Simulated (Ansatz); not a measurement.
C$_{4}$H$_{13}$FSi$_{2}$, singlet, at a GFN2-xTB geometry, with bond 8-1 at 1.8 times its length; CASSCF(4,3)/STO-3G in Ansatz (an electronic-structure program).

Here is a job for Ansatz.
Ansatz 0.2 input:
```yaml
crystal:
  periodic: [false, false, false]
  atoms:
    - {symbol: Si, position_ang: [2.17166848, -0.10323779, -0.07710745]}
    - {symbol: F, position_ang: [1.99102290, -0.52322647, 1.47181520]}
    - {symbol: C, position_ang: [0.66514661, 0.90505870, -0.60676518]}
    - {symbol: Si, position_ang: [-1.05061008, 0.13319078, -0.22263874]}
    - {symbol: C, position_ang: [-2.38745684, 1.18496375, -1.09131929]}
    - {symbol: C, position_ang: [-1.11392375, -1.64978723, -0.89521046]}
    - {symbol: C, position_ang: [-1.35411558, 0.13646354, 1.65743162]}
    - {symbol: H, position_ang: [4.39991620, 1.28624134, -0.08869869]}
    - {symbol: H, position_ang: [2.29570803, -1.37564677, -0.77515328]}
    - {symbol: H, position_ang: [0.71162822, 1.88438691, -0.12939907]}
    - {symbol: H, position_ang: [0.73559937, 1.09317789, -1.67748060]}
    - {symbol: H, position_ang: [-2.25928879, 1.18046731, -2.16946002]}
    - {symbol: H, position_ang: [-3.38234930, 0.80589116, -0.88002275]}
    - {symbol: H, position_ang: [-2.35669118, 2.21939239, -0.76295315]}
    - {symbol: H, position_ang: [-0.85967656, -1.68781588, -1.95034997]}
    - {symbol: H, position_ang: [-0.41651030, -2.29076685, -0.36516289]}
    - {symbol: H, position_ang: [-2.10479073, -2.07925233, -0.78252737]}
    - {symbol: H, position_ang: [-0.55630302, -0.38076937, 2.18008103]}
    - {symbol: H, position_ang: [-1.40049691, 1.14770028, 2.05077950]}
    - {symbol: H, position_ang: [-2.28833929, -0.35595584, 1.91048556]}
basis:
  gaussian:
    orbitals: STO-3G
hamiltonian:
  xc: hf
magnetization: {spin_polarized: false}
correlation: {active_space: {window: {electrons: 4, orbitals: 3}}}
```

The log (banner, timings and long lists left out):

```
Functional definition: HF
734 factors; integrals over basis functions are off by at most 3.0e-5 eV
mean field evaluation 1: about -22480.4348 eV, gradient 2.6e1 eV
mean field evaluation 2: about -22480.6513 eV, gradient 2.6e1 eV
mean field evaluation 4: about -22485.1206 eV, gradient 2.6e0 eV
mean field evaluation 8: about -22485.1629 eV, gradient 4.7e-2 eV
mean field -22485.16295772 eV, -826.3144977055 hartree, gradient 2.2e-6 eV, S^2 0.000000; 0 other end points of the search recorded, 0 dependent functions left out
reference -22485.16295772 eV, -826.3144977055 hartree; 37, 37 occupied and 19, 19 virtual orbitals, 734 factors
state -22487.78763630 eV, -826.4109528642 hartree
Total energy: -22487.78763630 eV, -826.4109528642 hartree
```
